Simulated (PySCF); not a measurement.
**Steps of a relaxation of [Lu(PH3)]3+**

[Lu(PH3)]3+ (singlet in the valence; each metal's 4f electrons, 14 of them, lie in its core potential, out of spins and levels). PySCF 2.14.0, RKS PBE0, Lu lcecp-1-SVP with ECP60, P def2-SVP, H def2-SVP; non-relativistic Hamiltonian with scalar-relativistic core potentials where named; density fitting; no spin-orbit coupling. Origin of the start: template. Columns: position (Å) and force (eV/Å). Energies are counted from the last step; some of the 6 steps are shown. Forces carry noise of the integration grid, about 0.01 to 0.03 eV/Å.

Run from Python with OMP_NUM_THREADS=2. Where DIIS fails, smearing, a level shift and second-order steps follow.
It took 14 s on 2 threads of Arm Neoverse V1, with other jobs on the host, from the converged density of the start.

```xyz
5
step 0  E = 0.334 eV
Lu    0.0000    0.0000   -0.4704     0.00    0.00    0.20
P     0.0000    0.0000    2.3546     0.00    0.00    1.29
H     1.2100    0.0000    3.0978     0.77    0.00   -0.50
H    -0.6050    1.0479    3.0978    -0.39    0.67   -0.50
H    -0.6050   -1.0479    3.0978    -0.39   -0.67   -0.50
```

```xyz
5
step 2  E = 0.011 eV
Lu    0.0000    0.0000   -0.3613     0.00    0.00    0.08
P     0.0000    0.0000    2.4840     0.00    0.00    0.46
H     1.3424    0.0000    3.0182    -0.26    0.00   -0.18
H    -0.6712    1.1626    3.0182     0.13   -0.22   -0.18
H    -0.6712   -1.1626    3.0182     0.13    0.22   -0.18
```

```xyz
5
step 3  E = 0.001 eV
Lu    0.0000    0.0000   -0.3463     0.00    0.00    0.04
P     0.0000    0.0000    2.4982     0.00    0.00    0.14
H     1.3411    0.0000    3.0085    -0.11    0.00   -0.06
H    -0.6706    1.1615    3.0085     0.06   -0.10   -0.06
H    -0.6706   -1.1615    3.0085     0.06    0.10   -0.06
```

Q: Where does the relaxation end?

A: It converges at step 5 in C3v:
```xyz
5
step 5  E = 0
Lu    0.0000    0.0000   -0.3385
P     0.0000    0.0000    2.5031
H     1.3378    0.0000    3.0043
H    -0.6689    1.1585    3.0043
H    -0.6689   -1.1585    3.0043
```

Q: How did the contacts change?

A: 
| contact | start (Å) | end (Å) |
| --- | --- | --- |
| Lu1–P2 (PH3) | 2.825 | 2.842 |


An lcecp potential fixes the number of 4f electrons, so in runs with it no electron can move into or out of that shell.
